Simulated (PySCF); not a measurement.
**SeCl2: computed shieldings and shifts**

SeCl2, Cl2Se, point group C2v.

Geometry (Å), atoms numbered from 1 in this order:
```xyz
3

Se    0.005   -0.006   -0.919
Cl    1.673   -0.017    0.469
Cl   -1.679    0.023    0.450
```

GIAO calculations in PySCF on the PBE0-D3(BJ)/def2-SVP structure: isolated species, non-relativistic, equivalent atoms averaged; basis pcSseg-1.

Question: Give the isotropic shieldings (ppm) with KT2, PBE0.

Answer: 
```json
{"atoms": "Se1", "environment": "selenium bonded to 2 Cl", "KT2": "-693", "PBE0": "-540"}
{"atoms": "Cl2/Cl3", "environment": "chlorine bonded to Se", "KT2": "739", "PBE0": "779"}
{"atoms": "HOMO–LUMO gap (eV)", "environment": "–", "KT2": "2.11", "PBE0": "4.29"}
```

Question: And the chemical shifts, against references computed in the same way?

Answer: 
```json
{"atoms": "Se1", "nucleus, reference": "77Se, Me2Se", "KT2": "2414", "PBE0": "2310"}
{"atoms": "Cl2/Cl3", "nucleus, reference": "35Cl, HCl", "KT2": "203", "PBE0": "164"}
```

Question: Which part of the shielding of Se1 depends on the functional?

Answer: Diamagnetic: KT2 2998, PBE0 2994 ppm; paramagnetic: KT2 -3691, PBE0 -3534 ppm. The diamagnetic part, set mainly by inner electrons, hardly moves; the paramagnetic part goes with low-lying magnetically allowed excitations and carries the spread.

Relativistic effects, spin–orbit coupling among them, are left out; they matter for Se and for the light atoms bonded to it.
